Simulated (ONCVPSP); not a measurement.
**Building the ONCV potential for lead (Wu-Cohen, scalar-relativistic).**

Pb, optimised norm-conserving Vanderbilt (ONCV), made with ONCVPSP 4.0.1 (Wu-Cohen, scalar-relativistic). Core [Kr] 4d10 4f14, reference 5s2 5p6 5d10 6s2 6p2. Waves: 5s+6s: rc 1.25 bohr, ncon 4, nbas 7, qcut 9.3 1/bohr, 3 projectors, debl 2.8 Ha; 5p+6p: rc 1.60 bohr, ncon 5, nbas 8, qcut 7.5 1/bohr, 2 projectors; 5d: rc 1.25 bohr, ncon 4, nbas 8, qcut 14.3 1/bohr, local. Local part: the d channel. Core correction: none.

All-electron outer shells of the reference configuration (Wu-Cohen, scalar-relativistic, ld1.x):

| shell | level (eV) | outermost node (bohr) | outermost maximum (bohr) |
| --- | --- | --- | --- |
| 4d | -402.01 | 0.19 | 0.39 |
| 5s | -144.17 | 0.45 | 0.79 |
| 4f | -132.91 | – | 0.35 |
| 5p | -85.79 | 0.49 | 0.88 |
| 5d | -21.12 | 0.52 | 1.07 |
| 6s | -12.10 | 1.01 | 1.95 |
| 6p | -3.50 | 1.18 | 2.63 |

(1) Estimate the cutoffs (Ha) at which the residual kinetic energy of the hardest occupied pseudo-wave falls to 1 and 0.1 mHa per electron.

(2) What does a ghost test show?

(3) Which valence shell sets the plane-wave cutoff?

(4) Tests: 5s2 5p6 5d10 6s2 6p1; 5s2 5p6 5d10 6s2 6p0; 5s2 5p6 5d10 6s1 6p0; 5s1 5p6 5d10 6s2 6p2. Which has the largest error in its energy relative to the reference configuration, and how large is it?

Answers

(1) 44 Ha and 57 Ha.

(2) No bound ghost flagged; GHOST(+) flags only above 600 eV.

(3) 5d: 44 Ha for 1 mHa per electron, against 36 Ha for 5s.

(4) 5s1 5p6 5d10 6s2 6p2, with -192 meV (all-electron minus pseudo) on +152.00 eV.
